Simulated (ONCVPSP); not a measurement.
Before and after: ONCV potential for niobium (Nb)

Nb, optimised norm-conserving Vanderbilt (ONCV), made with ONCVPSP 4.0.1 (PBE, fully relativistic). Core [Ar] 3d10, reference 4s2 4p6 4d4 5s1. Waves: 4s+5s: rc 1.60 bohr, ncon 4, nbas 7, qcut 6.6 1/bohr, 3 projectors, debl 3.2 Ha; 4p: rc 1.60 bohr, ncon 3, nbas 7, qcut 10.5 1/bohr, 2 projectors, debl 3.7 Ha; 4d: rc 1.60 bohr, ncon 5, nbas 9, qcut 6.9 1/bohr, 3 projectors, debl 1.6 Ha. Local part: polynomial inside 1.40 bohr (lpopt 5, dvloc0 2 Ha). Core correction: Teter function fitted to the true core (icmod 2), fcfact 0.65.

Open shells are filled in proportion to 2j + 1.

All-electron outer shells of the reference configuration (PBE, scalar-relativistic, ld1.x):

```csv
shell,level (eV),outermost node (bohr),outermost maximum (bohr)
3d,-196.29,–,0.33
4s,-58.39,0.53,1.04
4p,-34.52,0.54,1.12
5s,-3.98,1.41,3.08
4d,-3.04,0.55,1.49
```

Change: s: qcut 6.2; p: qcut 9.9; d: qcut 6.5.

Cutoffs: the cutoffs (Ha) at which the residual kinetic energy of the hardest occupied pseudo-wave falls to 1 and 0.1 mHa per electron; they do not see the model core or the augmentation charge, which bear on the density cutoff. Errors are all-electron minus pseudo energies relative to the spin-unpolarised reference configuration.

How do hardness, ghosts and transferability respond?

The potential gets neither clearly harder nor softer (31 Ha and 38 Ha → 28 Ha and 38 Ha); both files keep a bound ghost (d); the errors of the 3 common tests hardly move.

| quantity | base | changed |
| --- | --- | --- |
| cutoff, loose | 31 Ha | 28 Ha |
| cutoff, tight | 38 Ha | 38 Ha |
| loose cutoff by channel | s 18 Ha, p 31 Ha, d 18 Ha | s 17 Ha, p 28 Ha, d 18 Ha |
| bound ghosts | d5/2, d3/2 | d5/2, d3/2 |
| GHOST(+) flags under 300 eV | none | none |
| tests with a reliable result | 3 of 4 | 3 of 4 |
| error for 4s2 4p6 4d4 5s0, meV [ΔE 6.64 eV] | -0.4 | -0.6 |
| error for 4s2 4p6 4d3 5s0, meV [ΔE 20.68 eV] | +0.5 | +0.5 |
| error for 4s2 4p6 4d4.5 5s0.5, meV [ΔE 0.56 eV] | -0.3 | -0.4 |
| s: phases at 1.62 bohr within 0.05 rad from the reference energy up to (Ha; the scan ends near 5) | to the end of the scan | to the end of the scan |
| p3/2: phases at 1.62 bohr within 0.05 rad from the reference energy up to (Ha; the scan ends near 5) | to the end of the scan | to the end of the scan |
| p1/2: phases at 1.62 bohr within 0.05 rad from the reference energy up to (Ha; the scan ends near 5) | to the end of the scan | to the end of the scan |
| d5/2: phases at 1.62 bohr within 0.05 rad from the reference energy up to (Ha; the scan ends near 5) | to the end of the scan | to the end of the scan |
| d3/2: phases at 1.62 bohr within 0.05 rad from the reference energy up to (Ha; the scan ends near 5) | to the end of the scan | to the end of the scan |
| rms error of d²Exc/dni dnj with the model core, mHa | 4.47 | 4.35 |

 A true bound ghost makes a file unfit for plane-wave use even where its test errors are small: the radial tests pick states by their node count and pass the ghost by.
